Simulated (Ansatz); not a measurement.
Relaxation of Si3Au2⁻ with UKS r2SCAN-D4/def2-SVPD.

```sh
$ ansatz run in.yaml --threads 4 --pin off --events-out ev --progress --plain --max-ram 4787MiB
```

```yaml
crystal:
  periodic: [false, false, false]
  atoms:
    - {symbol: Au, position_ang: [1.604150, 1.535610, 0.154550]}
    - {symbol: Au, position_ang: [3.341030, 3.335820, 0.275260]}
    - {symbol: Si, position_ang: [-0.048280, -0.146310, 0.024040]}
    - {symbol: Si, position_ang: [-1.667560, -1.633010, -0.170980]}
    - {symbol: Si, position_ang: [-3.229350, -3.092110, -0.282870]}
basis:
  gaussian: {orbitals: def2-SVPD}
total_charge: -1
magnetization: {spin_polarized: true, initial_magnetization: 1}
hamiltonian: {xc: r2scan, dispersion: d4}
scf: {lower_state_search: "off"}
output: {orbitals: {seedname: orbitals}}
relax: {f_tol: 0.02, max_steps: 100}
```

Hardware: 4 threads of Intel Xeon 6975P-C on a shared host. Wall time 1.8 min.

Positions (Å) and forces (eV/Å) at steps 1, 2, 3, 4, 5, 6, 7, 9, 10, 11, 12, 13, 14, 15, 16, 17, 18, 19, 20, 21, 22, 23, 24, 25, 26, 27, 28, 29 of 29:

```xyz
5
step=1 energy=-31014.2409 eV
Au    1.604    1.536    0.155   -1.064   -1.029   -0.118
Au    3.341    3.336    0.275    0.486    0.488    0.043
Si   -0.048   -0.146    0.024   -0.018   -0.056    0.031
Si   -1.668   -1.633   -0.171    0.953    0.943    0.062
Si   -3.229   -3.092   -0.283   -0.356   -0.347   -0.018
5
step=2 energy=-31014.3363 eV
Au    1.539    1.489    0.136    0.043    0.092   -0.026
Au    3.358    3.350    0.280   -0.187   -0.193   -0.013
Si   -0.040   -0.163    0.038   -0.035   -0.131    0.058
Si   -1.640   -1.597   -0.173    0.285    0.357   -0.027
Si   -3.216   -3.078   -0.281   -0.106   -0.125    0.008
5
step=3 energy=-31014.3525 eV
Au    1.523    1.483    0.128    0.056    0.110   -0.025
Au    3.325    3.324    0.277   -0.027   -0.022   -0.006
Si   -0.018   -0.179    0.059    0.059   -0.109    0.102
Si   -1.627   -1.563   -0.185   -0.110    0.036   -0.093
Si   -3.204   -3.065   -0.279    0.022   -0.016    0.023
5
step=4 energy=-31014.4194 eV
Au    1.502    1.473    0.118   -0.045    0.024   -0.041
Au    3.278    3.311    0.255    0.131    0.166   -0.009
Si    0.060   -0.270    0.160    0.104   -0.216    0.186
Si   -1.673   -1.449   -0.278   -0.333   -0.068   -0.170
Si   -3.167   -3.065   -0.255    0.143    0.094    0.033
5
step=5 energy=-31014.4885 eV
Au    1.463    1.433    0.113    0.005   -0.058    0.044
Au    3.214    3.296    0.224    0.159    0.250   -0.040
Si    0.135   -0.394    0.278   -0.051   -0.209    0.078
Si   -1.721   -1.298   -0.392   -0.334   -0.236   -0.070
Si   -3.091   -3.037   -0.223    0.220    0.253   -0.012
5
step=6 energy=-31014.5053 eV
Au    1.477    1.335    0.183    0.108   -0.010    0.081
Au    3.133    3.346    0.140   -0.082   -0.027   -0.038
Si    0.183   -0.543    0.389   -0.459   -0.072   -0.253
Si   -1.777   -1.161   -0.496    0.310   -0.127    0.269
Si   -3.016   -2.976   -0.216    0.122    0.237   -0.058
5
step=7 energy=-31014.5345 eV
Au    1.529    1.289    0.242    0.006    0.026   -0.002
Au    3.047    3.384    0.078   -0.004    0.006   -0.007
Si    0.211   -0.571    0.398    0.098   -0.009    0.058
Si   -1.702   -1.207   -0.436   -0.019    0.056   -0.049
Si   -3.084   -2.895   -0.281   -0.082   -0.079    0.000
5
step=9 energy=-31014.5341 eV rejected
Au    1.538    1.235    0.298    0.006   -0.004    0.003
Au    2.866    3.454    0.015   -0.030   -0.044    0.007
Si    0.368   -0.733    0.472   -0.073    0.023   -0.056
Si   -1.532   -1.272   -0.503   -0.242   -0.259    0.082
Si   -3.240   -2.684   -0.281    0.340    0.284   -0.036
5
step=10 energy=-31014.5409 eV
Au    1.533    1.259    0.268    0.012    0.001    0.013
Au    2.941    3.425    0.037   -0.004    0.008   -0.006
Si    0.308   -0.666    0.448    0.004   -0.007    0.002
Si   -1.603   -1.249   -0.453   -0.025   -0.023   -0.010
Si   -3.178   -2.769   -0.300    0.014    0.021    0.001
5
step=11 energy=-31014.5410 eV
Au    1.552    1.230    0.303   -0.011    0.016   -0.017
Au    2.865    3.453    0.004   -0.016   -0.038    0.012
Si    0.360   -0.722    0.474   -0.057   -0.012   -0.027
Si   -1.548   -1.276   -0.473   -0.024   -0.056    0.032
Si   -3.230   -2.687   -0.308    0.108    0.089    0.000
5
step=12 energy=-31014.5422 eV
Au    1.538    1.234    0.294    0.007    0.010    0.005
Au    2.876    3.441    0.012   -0.009   -0.013    0.002
Si    0.347   -0.716    0.472    0.005    0.009   -0.004
Si   -1.551   -1.265   -0.482   -0.050   -0.054   -0.004
Si   -3.210   -2.694   -0.295    0.047    0.048    0.001
5
step=13 energy=-31014.5460 eV
Au    1.518    1.239    0.303   -0.002    0.004   -0.009
Au    2.834    3.458    0.033   -0.001    0.002    0.004
Si    0.372   -0.738    0.457   -0.025   -0.030    0.021
Si   -1.458   -1.383   -0.566   -0.016    0.001   -0.038
Si   -3.266   -2.575   -0.227    0.044    0.023    0.023
5
step=14 energy=-31014.5515 eV
Au    1.502    1.222    0.314   -0.005    0.008    0.025
Au    2.811    3.445    0.032    0.003    0.002   -0.002
Si    0.356   -0.756    0.471   -0.010   -0.003   -0.016
Si   -1.433   -1.373   -0.641   -0.059   -0.069   -0.014
Si   -3.235   -2.538   -0.176    0.071    0.063    0.008
5
step=15 energy=-31014.5570 eV
Au    1.461    1.226    0.336   -0.027   -0.002    0.019
Au    2.785    3.438    0.063    0.014    0.018    0.001
Si    0.336   -0.767    0.443   -0.127   -0.066   -0.085
Si   -1.350   -1.473   -0.789   -0.365   -0.232    0.214
Si   -3.233   -2.424   -0.052    0.506    0.282   -0.149
5
step=16 energy=-31014.5762 eV
Au    1.427    1.227    0.333   -0.022    0.010    0.031
Au    2.780    3.426    0.089    0.010    0.017   -0.001
Si    0.308   -0.769    0.418   -0.067   -0.051   -0.054
Si   -1.321   -1.523   -0.851   -0.319   -0.193    0.157
Si   -3.194   -2.360    0.010    0.398    0.217   -0.133
5
step=17 energy=-31014.6087 eV
Au    1.364    1.210    0.355   -0.013   -0.016    0.017
Au    2.725    3.406    0.107   -0.003    0.014    0.008
Si    0.299   -0.820    0.385   -0.019    0.004   -0.011
Si   -1.266   -1.603   -0.943   -0.193   -0.121    0.056
Si   -3.122   -2.194    0.096    0.229    0.120   -0.071
5
step=18 energy=-31014.6324 eV
Au    1.308    1.185    0.370   -0.013   -0.008    0.025
Au    2.671    3.382    0.123   -0.011    0.006    0.012
Si    0.266   -0.859    0.366    0.027    0.019   -0.038
Si   -1.220   -1.670   -1.036   -0.176   -0.110    0.091
Si   -3.024   -2.039    0.177    0.173    0.092   -0.090
5
step=19 energy=-31014.6475 eV
Au    1.270    1.174    0.383   -0.008   -0.058   -0.028
Au    2.618    3.385    0.163   -0.027   -0.001    0.030
Si    0.273   -0.893    0.292   -0.062    0.016   -0.066
Si   -1.188   -1.805   -1.087   -0.299   -0.023    0.316
Si   -2.973   -1.861    0.248    0.397    0.067   -0.252
5
step=20 energy=-31014.6730 eV
Au    1.239    1.143    0.366   -0.040   -0.017    0.102
Au    2.558    3.375    0.201   -0.017   -0.005    0.000
Si    0.242   -0.920    0.261   -0.011    0.026   -0.159
Si   -1.164   -1.897   -1.124   -0.242   -0.085    0.244
Si   -2.874   -1.702    0.297    0.310    0.081   -0.187
5
step=21 energy=-31014.8129 eV
Au    1.201    1.138    0.402    0.034   -0.115    0.212
Au    2.517    3.371    0.236   -0.059   -0.027   -0.006
Si    0.230   -0.928    0.158   -0.673    0.208   -0.142
Si   -1.168   -2.045   -1.134    0.060   -0.411   -0.216
Si   -2.780   -1.536    0.337    0.638    0.345    0.151
5
step=22 energy=-31015.2778 eV
Au    1.190    1.117    0.445    0.121   -0.187    0.126
Au    2.501    3.353    0.242   -0.099   -0.085    0.032
Si    0.083   -0.877    0.128   -1.331    0.204   -0.171
Si   -1.157   -2.155   -1.194    0.298   -0.362   -0.199
Si   -2.617   -1.439    0.379    1.011    0.431    0.213
5
step=23 energy=-31015.6776 eV
Au    1.193    1.082    0.466   -0.073   -0.229   -0.053
Au    2.482    3.329    0.252   -0.042   -0.092    0.071
Si   -0.096   -0.804    0.104   -0.394    0.247   -0.206
Si   -1.130   -2.245   -1.236    0.143   -0.011    0.164
Si   -2.449   -1.362    0.414    0.366    0.084    0.024
5
step=24 energy=-31015.7451 eV
Au    1.200    1.084    0.428   -0.177   -0.063   -0.155
Au    2.510    3.311    0.319    0.073    0.005    0.086
Si   -0.190   -0.686   -0.013    0.019   -0.017   -0.052
Si   -1.110   -2.333   -1.182    0.023    0.104    0.153
Si   -2.411   -1.376    0.448    0.062   -0.029   -0.032
5
step=25 energy=-31015.7782 eV
Au    1.140    1.139    0.313    0.015    0.132   -0.071
Au    2.585    3.302    0.428   -0.032   -0.109    0.045
Si   -0.232   -0.637   -0.103   -0.017   -0.120   -0.085
Si   -1.103   -2.409   -1.119    0.045    0.127    0.115
Si   -2.391   -1.395    0.482   -0.010   -0.030   -0.004
5
step=26 energy=-31015.7389 eV rejected
Au    1.090    1.180    0.165   -0.001   -0.066   -0.045
Au    2.565    3.258    0.579    0.041    0.068    0.026
Si   -0.178   -0.662   -0.294    0.069    0.867    0.548
Si   -1.104   -2.447   -0.997   -0.457   -0.998   -0.416
Si   -2.373   -1.328    0.547    0.348    0.129   -0.113
5
step=27 energy=-31015.7921 eV
Au    1.106    1.179    0.231    0.022    0.058   -0.019
Au    2.609    3.278    0.503   -0.014   -0.042    0.017
Si   -0.239   -0.620   -0.171   -0.047   -0.063   -0.046
Si   -1.100   -2.447   -1.070    0.041    0.040    0.031
Si   -2.376   -1.391    0.508   -0.002    0.007    0.017
5
step=28 energy=-31015.7961 eV
Au    1.079    1.210    0.164    0.023    0.032    0.005
Au    2.627    3.255    0.568   -0.025   -0.034   -0.005
Si   -0.256   -0.598   -0.237   -0.022   -0.023   -0.006
Si   -1.090   -2.482   -1.028    0.007    0.023    0.014
Si   -2.360   -1.385    0.534    0.016    0.002   -0.008
5
step=29 energy=-31015.7963 eV
Au    1.077    1.213    0.159    0.002    0.002    0.000
Au    2.626    3.249    0.572    0.001    0.001    0.000
Si   -0.258   -0.595   -0.242   -0.005   -0.005   -0.001
Si   -1.088   -2.483   -1.024    0.001    0.003    0.002
Si   -2.357   -1.384    0.535    0.001   -0.001   -0.001
```

In the def2 sets Au takes a core potential; there is no spin–orbit coupling. The structure comes from a short search, and lower isomers may exist.
